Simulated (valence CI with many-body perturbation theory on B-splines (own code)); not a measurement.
**Fe²¹⁺: calculated level list**

Calculated by valence CI with perturbative core correlation (CI+MBPT): three valence electrons over a frozen Dirac-Fock core [He], a basis of 11 s, 11 p, 9 d, 7 f, 5 g, 2 h, 1 i functions for each j, with the one-electron correlation potential Σ1, the two-electron term Σ2, the three-electron term Σ3, Breit, model QED; selected CI, second order for the rest (own B-spline code, finite nucleus).

No measured levels were compared; by estimate levels of excited configurations hold to 0.05 to 0.15 % of their energy, terms of the ground configuration to about 0.5 %.

Levels 46 to 86 of 86, with energies above the lowest level, 2s2.2p 2P°_1/2. "Leading %" is the weight of the configuration and term that name the level; weights of strongly mixed levels are sums over their largest components and can fall short. In the jj column 3d3/2^4 stands for four electrons in 3d with j = 3/2. Lifetimes count E1, E2, E3, M1 and M2 decay at the calculated energies, and are blank where another channel may lead or the interval is too uncertain; long ones can be off by a factor of two.

```csv
No.,Configuration,Term,J,E (× 10³ cm⁻¹),Leading %,g,Leading jj,Lifetime
46,2s.2p.3s,2P°,3/2,8890.7,83,1.318,2s 2p3/2 3s (71 %),166 fs
47,2s.2p.3d,2D°,3/2,8918.5,68,0.890,2s 2p1/2 3d5/2 (28 %),96.3 fs
48,2s.2p.3d,4F°,9/2,8931.6,100,1.331,2s 2p3/2 3d5/2 (100 %),2.13 ns
49,2s.2p.3d,2D°,5/2,8932.6,42,1.137,2s 2p1/2 3d5/2 (42 %),69.1 fs
50,2s.2p.3d,4D°,7/2,8960.2,78,1.386,2s 2p3/2 3d5/2 (60 %),42.2 fs
51,2s.2p.3d,4D°,5/2,8970.8,50,1.387,2s 2p3/2 3d3/2 (65 %),45.0 fs
52,2s.2p.3d,4P°,3/2,8977.2,68,1.561,2s 2p3/2 3d3/2 (84 %),50.0 fs
53,2s.2p.3d,4P°,1/2,8980.7,91,2.458,2s 2p3/2 3d3/2 (95 %),57.8 fs
54,2s.2p.3d,2F°,5/2,9006.2,57,1.041,2s 2p3/2 3d5/2 (66 %),67.0 fs
55,2s.2p.3d,2P°,3/2,9043.8,78,1.268,2s 2p3/2 3d5/2 (70 %),67.1 fs
56,2s.2p.3d,2F°,7/2,9060.7,97,1.147,2s 2p3/2 3d3/2 (52 %),44.9 fs
57,2s.2p.3p,2P,1/2,9065.6,80,0.781,2s 2p3/2 3p1/2 (63 %),285 fs
58,2s.2p.3p,2D,3/2,9070.5,69,0.952,2s 2p3/2 3p1/2 (78 %),545 fs
59,2s.2p.3d,2P°,1/2,9078.7,94,0.661,2s 2p3/2 3d5/2 (91 %),58.5 fs
60,2s.2p.3p,2D,5/2,9089.9,92,1.206,2s 2p3/2 3p3/2 (72 %),897 fs
61,2s.2p.3p,2P,3/2,9100.6,62,1.188,2s 2p3/2 3p3/2 (76 %),380 fs
62,2p2.3s,4P,1/2,9119.8,41,2.213,2p1/2^2 3s (47 %),799 fs
63,2p2.3s,4P,1/2,9150.1,46,2.211,2s 2p3/2 3p3/2 (38 %),750 fs
64,2p2.3s,4P,3/2,9195.2,95,1.709,2p1/2 2p3/2 3s (94 %),578 fs
65,2p2.3s,4P,5/2,9239.6,79,1.518,2p1/2 2p3/2 3s (73 %),475 fs
66,2s.2p.3d,2F°,7/2,9245.2,93,1.146,2s 2p3/2 3d5/2 (73 %),73.9 fs
67,2s.2p.3d,2F°,5/2,9247.3,90,0.871,2s 2p3/2 3d3/2 (79 %),50.0 fs
68,2p2.3s,2P,1/2,9257.4,78,0.833,2p1/2 2p3/2 3s (77 %),256 fs
69,2s.2p.3d,2D°,3/2,9258.4,95,0.812,2s 2p3/2 3d3/2 (71 %),42.6 fs
70,2p2.3p,4D°,1/2,9266.2,46,0.731,2p1/2^2 3p1/2 (74 %),136 fs
71,2s.2p.3d,2D°,5/2,9271.4,93,1.186,2s 2p3/2 3d5/2 (80 %),42.2 fs
72,2s.2p.3d,2P°,1/2,9292.4,83,0.645,2s 2p3/2 3d3/2 (64 %),71.1 fs
73,2p2.3s,2P,3/2,9293.6,48,1.102,2p1/2 2p3/2 3s (87 %),275 fs
74,2s.2p.3d,2P°,3/2,9295.4,83,1.333,2s 2p3/2 3d5/2 (64 %),61.1 fs
75,2p2.3p,4D°,3/2,9318.2,65,1.291,2p1/2^2 3p3/2 (48 %),206 fs
76,2p2.3p,2S°,1/2,9329.0,44,1.438,2p1/2 2p3/2 3p1/2 (88 %),220 fs
77,2p2.3p,2D°,3/2,9360.7,38,1.240,2p1/2 2p3/2 3p1/2 (72 %),231 fs
78,2p2.3p,4D°,5/2,9371.6,88,1.367,2p1/2 2p3/2 3p3/2 (74 %),300 fs
79,2p2.3s,2D,5/2,9383.2,76,1.275,2p3/2^2 3s (74 %),313 fs
80,2p2.3p,4P°,1/2,9387.4,65,2.252,2p1/2 2p3/2 3p3/2 (82 %),214 fs
81,2p2.3p,4P°,5/2,9390.6,45,1.352,2p1/2 2p3/2 3p1/2 (58 %),239 fs
82,2p2.3s,2D,3/2,9402.6,54,1.043,2p3/2^2 3s (88 %),281 fs
83,2p2.3p,2D°,3/2,9406.1,55,1.198,2p1/2 2p3/2 3p3/2 (94 %),205 fs
84,2p2.3p,4D°,7/2,9415.8,80,1.370,2p1/2 2p3/2 3p3/2 (74 %),308 fs
85,2p2.3d,4F,3/2,9443.7,70,0.615,2p1/2^2 3d3/2 (78 %),684 fs
86,2p2.3p,4S°,3/2,9458.0,56,1.701,2p1/2 2p3/2 3p3/2 (68 %),182 fs
```

Names give the largest LS component (configuration and term), which can be under half, so a name can repeat, a term be missing and a line seem to break the LS rules; names also repeat where a configuration has a term twice.
